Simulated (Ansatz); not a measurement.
`CCCC(CC)CC` + `[SiH3][AsH2]` → `CC[AsH][SiH3]` + `CCCCCC`  (substitution at a C–C bond)

Computed with Ansatz on PBE0-D4/def2-TZVP structures; ΔE is electronic, products minus reactants. CCSD(T)/CBS is the MP2 limit (def2-TZVPP, def2-QZVPP) plus CCSD(T) − MP2 in def2-TZVPP, frozen cores. DFT in def2-TZVPP. B3LYP here is the variant with VWN-RPA as its local correlation; programs differ in this. For As outer-core shells are correlated without core-valence functions, which leaves a few kJ/mol of doubt a bond. Scalar relativity is left out up to krypton. One conformer a species, not always the lowest.

**Question.** Is it downhill or uphill in electronic energy at CCSD(T)/CBS, and by how much? (An estimate is asked.)

**Answer.** Computed: Downhill: ΔE = -0.7 kcal/mol.

**Question.** What do these levels give: PBE-D4, r2SCAN-D4, PBE0-D4, ωB97X-V, PBE, B3LYP, MP2/def2-TZVPP, CCSD(T)/def2-TZVPP, HF/def2-QZVPP, MP2/def2-QZVPP, SCS-MP2/def2-QZVPP, HF/CBS(def2)? (Best estimate.)

**Answer.** Computed: PBE-D4 -1.6, r2SCAN-D4 -0.9, PBE0-D4 -1.0, ωB97X-V -0.2, PBE -2.1, B3LYP -2.2, MP2/def2-TZVPP -1.5, CCSD(T)/def2-TZVPP -0.7, HF/def2-QZVPP -1.5, MP2/def2-QZVPP -1.4, SCS-MP2/def2-QZVPP -1.6, HF/CBS(def2) -1.5 kcal/mol.

Largest T1 diagnostic among the species: 0.011.
